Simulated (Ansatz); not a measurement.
Reaction (formal exchange of groups at the Si–C bond): `[SiH3]C#[C][GeH3]` + `[OH][AlH2]` → `[OH][AlH][SiH3]` + `C#[C][GeH3]`

Isolated molecules relaxed with PBE0-D4/def2-TZVP in Ansatz; ΔE leaves out vibrations. CCSD(T)/CBS adds triple-zeta CCSD(T) − MP2 to the extrapolated MP2 energy (def2 sets, frozen cores). This one scheme is used for every species. DFT in def2-TZVPP. For Ge outer-core shells are correlated without core-valence functions, which leaves a few kJ/mol of doubt a bond. Scalar relativity is left out up to krypton. Each species was taken in one conformer, which may not be the lowest.

`[SiH3]C#[C][GeH3]`:

Cartesian coordinates in Å:
```
Si -0.748 2.340 -0.121
C -0.198 0.605 -0.030
C 0.170 -0.550 0.030
Ge 0.753 -2.358 0.122
H -1.826 2.463 -1.132
H -1.259 2.766 1.205
H 0.398 3.199 -0.510
H -0.161 -3.212 -0.763
H 0.672 -2.823 1.580
H 2.200 -2.429 -0.381
```

`[OH][AlH2]`:

Cartesian coordinates in Å:
```
O 0.362 0.894 -0.741
Al -0.064 -0.235 0.449
H 0.187 0.769 -1.672
H -0.794 -1.579 0.031
H 0.308 0.150 1.932
```

`[OH][AlH][SiH3]`:

Z-matrix (Å, degrees):
```
Si
Al 1 2.447
H 1 1.492 2 110.4
H 1 1.488 2 112.9 3 -120.8
H 1 1.492 2 110.7 3 118.0
O 2 1.698 1 116.2 3 114.7
H 2 1.590 1 124.9 3 -65.0
H 6 0.956 2 123.1 1 -179.6
```

`C#[C][GeH3]`:

Cartesian coordinates in Å:
```
C 1.353 1.415 0.427
C 0.539 0.564 0.170
Ge -0.743 -0.777 -0.234
H 2.073 2.167 0.653
H -0.640 -1.887 0.817
H -2.140 -0.145 -0.204
H -0.444 -1.337 -1.629
```

CCSD(T)/CBS gives +0.32 eV.

Problem. Another level gave +0.19 eV. Which?
A. BLYP/def2-TZVPP
B. MP2/def2-TZVPP
C. revPBE-D4/def2-TZVPP
D. revPBE/def2-TZVPP

Solution. D. revPBE 0.19, BLYP 0.30, revPBE-D4 0.24, MP2/def2-TZVPP 0.43 eV.

Largest T1 diagnostic among the species: 0.014.

From BLYP to BHLYP (50 % exact exchange), in def2-TZVPP and without D4, ΔE moves by +0.06 eV. Leaving LDA and LC-ωPBE aside and taking each functional with its dispersion term where it has one, the values, not all of them listed here, spread over 0.20 eV, from PBE-D4 to B97M-V.
